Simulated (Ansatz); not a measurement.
Saddle point of AlH3SOF2, closed shell (AlHSF₂ ([F][Al]([F])[SH]) + H₂O → AlHOF₂ ([OH][Al]([F])[F]) + H₂S (still joined by a long Al–S bond); bonds formed: S2–H5; dative contacts that become bonds: Al1–O6; bonds broken: H5–O6; bonds weakened to dative contacts: Al1–S2), PBE0-D4/def2-TZVP structure:

| atom | x (Å) | y (Å) | z (Å) |
| --- | --- | --- | --- |
| Al1 | -0.6744 | -0.3497 | -0.4248 |
| S2 | 1.5919 | 0.2757 | -0.7560 |
| F3 | -0.8942 | -1.9644 | -0.6654 |
| F4 | -1.6795 | 0.7278 | -1.1558 |
| H5 | 0.9646 | 0.2424 | 0.6678 |
| O6 | -0.2439 | 0.0489 | 1.2661 |
| H7 | 1.2754 | 1.5697 | -0.9413 |
| H8 | -0.3398 | -0.5506 | 2.0094 |

Energies are electronic, without zero-point energy. Barriers and step energies count from the start structure reached by relaxing down the imaginary mode; all methods use the PBE0-D4 structures, on which another method's saddle can fall below an end. Ansatz 0.2.0; basis: def2-TZVPP, with def2-QZVPP for the basis limit; cores frozen in the correlated methods. B3LYP uses VWN-RPA correlation. Extrapolation: Hartree–Fock as exp(−7.88 √X), correlation as X^−2.97.

```csv
method,barrier (eV),step energy (eV)
SPW92,0.321,0.270
PBE-D4,0.452,0.207
BLYP-D4,0.496,0.106
r2SCAN-D4,0.542,0.217
B97M-V,0.688,0.248
PBE0-D4,0.610,0.258
B3LYP-D4,?,0.157
r2SCAN0-D4,0.661,0.258
BHLYP-D4,0.802,0.206
CAM-B3LYP-D4,0.659,0.170
wB97X-V,0.698,0.205
wB97M-V,?,0.230
B2PLYP,0.660,0.176
PBE-QIDH,?,0.265
RPA on PBE,0.672,0.140
HF,1.146,0.238
MP2,0.661,0.211
CCSD,0.799,0.203
CCSD(T),0.723,0.205
```

(1) Fill in the withheld barriers. (To be estimated.)

T1 diagnostic: at most 0.013.

Results:

(1) The calculation gives: wB97M-V 0.707; PBE-QIDH 0.699; B3LYP-D4 0.619 eV. Each is the energy of the saddle less that of the start structure, by the same method.

For comparison, the barrier by CCSD(T) at an estimated basis limit (MP2 extrapolated from triple and quadruple zeta, plus CCSD(T) − MP2 in triple zeta) is 0.732 eV.

Labels in which every atom is bracketed show which atoms are joined, not bond orders.

For scale, one of the runs: CCSD(T)/def2-TZVPP, 219 basis functions (an equivalent command: `ansatz run in.yaml --threads 4`). Hardware: 4 CPU threads, shared host. Wall time 91 s; peak host memory 3.4 GiB.
